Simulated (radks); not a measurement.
The numbers below are computed, except where a source is named.
Species: the iron ion Fe3+. Configuration: [Ar] 3d5. Level of theory: scalar-relativistic Kohn-Sham, PBE, spin-polarised, spherical densities, point nucleus; open shells are filled with parallel spins first (a radial shooting solver on a logarithmic mesh with Libxc functionals).

Normalised radial functions P(r) = r R(r), r in bohr:

| r | 2p down |
|---|---|
| 0.006428 | 0.0218 |
| 0.007306 | 0.0276 |
| 0.008237 | 0.0345 |
| 0.009287 | 0.0430 |
| 0.01047 | 0.0535 |
| 0.01181 | 0.0666 |
| 0.01331 | 0.0827 |
| 0.01501 | 0.1024 |
| 0.01692 | 0.1266 |
| 0.01908 | 0.1560 |
| 0.02151 | 0.1917 |
| 0.02426 | 0.2346 |
| 0.02735 | 0.2860 |
| 0.03083 | 0.3470 |
| 0.03477 | 0.4189 |
| 0.0392 | 0.5026 |
| 0.0442 | 0.5992 |
| 0.04983 | 0.7091 |
| 0.05618 | 0.8322 |
| 0.06335 | 0.9678 |
| 0.07142 | 1.1139 |
| 0.08053 | 1.2675 |
| 0.09153 | 1.4345 |
| 0.1032 | 1.5877 |
| 0.1164 | 1.7296 |
| 0.1312 | 1.8516 |
| 0.1479 | 1.9439 |
| 0.1668 | 1.9971 |
| 0.188 | 2.0031 |
| 0.212 | 1.9564 |
| 0.239 | 1.8554 |
| 0.2695 | 1.7031 |
| 0.3039 | 1.5078 |
| 0.3426 | 1.2827 |
| 0.3863 | 1.0439 |
| 0.4356 | 0.8091 |
| 0.4911 | 0.5945 |
| 0.5537 | 0.4118 |
| 0.6243 | 0.2671 |
| 0.7039 | 0.1610 |
| 0.7936 | 0.0894 |
| 0.8948 | 0.0454 |
| 1.009 | 0.0209 |
| 1.147 | 0.0080 |
| 1.293 | 0.0029 |
| 1.458 | 0.0009 |
| 1.644 | 0.0002 |
| 1.853 | 0.0001 |
| 2.089 | 0.0000 |
| 2.356 | 0.0000 |
| 2.656 | 0.0000 |
| 2.995 | 0.0000 |
| 3.377 | 0.0000 |
| 3.807 | 0.0000 |

2p down: eigenvalue -734.60 eV, 0 radial nodes, <r> = 0.235 bohr, 90 % of the charge inside 0.385 bohr.
